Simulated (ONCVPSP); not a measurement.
What one change does to a pseudopotential (Sn, ONCV)

```json
{
 "Element": "Sn (Z = 50)",
 "Generator": "ONCVPSP 4.0.1",
 "Type": "optimised norm-conserving Vanderbilt (ONCV)",
 "Functional": "revPBE",
 "Relativity": "scalar-relativistic",
 "Frozen core": "[Ar] 3d10 4s2",
 "Valence charge": "20",
 "Reference configuration": "4p6 4d10 5s1.75 5p2.25",
 "Partial waves": "5s: rc 2.15 bohr, ncon 5, nbas 10, qcut 2.5 1/bohr, 2 projectors, debl 2.8 Ha; 4p+5p: rc 1.50 bohr, ncon 4, nbas 9, qcut 9.3 1/bohr, 2 projectors; 4d: rc 1.40 bohr, ncon 4, nbas 8, qcut 13.7 1/bohr, 3 projectors, debl 3 Ha",
 "Local potential": "polynomial inside 1.30 bohr (lpopt 5, dvloc0 0 Ha)",
 "Core correction": "none"
}
```

Change: s: qcut 1.5.

Cutoffs: the cutoffs (Ha) at which the residual kinetic energy of the hardest occupied pseudo-wave falls to 1 and 0.1 mHa per electron; they do not see the model core or the augmentation charge, which bear on the density cutoff. Errors are all-electron minus pseudo energies relative to the spin-unpolarised reference configuration.

Task: How do hardness, ghosts and transferability respond?

Result: The potential gets harder (48 Ha and 61 Ha → 54 Ha and 64 Ha); both files keep a bound ghost (s); of the 4 tests that both files solve, the error grows in 0 and shrinks in 1 by more than 15 % and 0.3 meV (median size 4.6 → 1.6 meV).

```csv
quantity,base,changed
"cutoff, loose",48 Ha,54 Ha
"cutoff, tight",61 Ha,64 Ha
loose cutoff by channel,"s 36 Ha, p 25 Ha, d 48 Ha","s 54 Ha, p 25 Ha, d 48 Ha"
bound ghosts,s,s
GHOST(+) flags under 300 eV,none,none
"error for 4p6 4d10 5s2 5p2, meV [ΔE -1.72 eV]",-0.2,-0.2
"error for 4p6 4d10 5s2 5p1, meV [ΔE 5.09 eV]",-2.3,-2.3
"error for 4p6 4d10 5s2 5p0, meV [ΔE 18.93 eV]",-6.8,-6.3
"error for 4p6 4d9 5s2 5p3, meV [ΔE 22.78 eV]",-16,+1.0
s: phases at 2.18 bohr within 0.05 rad from the reference energy up to (Ha; the scan ends near 5),n/a,n/a
p: phases at 1.52 bohr within 0.05 rad from the reference energy up to (Ha; the scan ends near 5),to the end of the scan,to the end of the scan
d: phases at 1.42 bohr within 0.05 rad from the reference energy up to (Ha; the scan ends near 5),to the end of the scan,to the end of the scan
```

 A true bound ghost makes a file unfit for plane-wave use even where its test errors are small: the radial tests pick states by their node count and pass the ghost by.
